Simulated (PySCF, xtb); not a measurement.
GeH₂FBr, SMILES [F][GeH2][Br].

GFN2-xTB (xtb) at its own geometry gives an orbital gap of 6.60 eV and a dipole moment of 4.43 D.

Geometry optimised at TPSSh-D3(BJ)/def2-SVP.

Question: What does PySCF with CAM-B3LYP/def2-TZVPD give? (An estimate is asked for; the answer gives what the named calculation found.)

Answer: gap 9.94 eV (levels -10.02 and -0.08 eV), dipole 2.28 D.
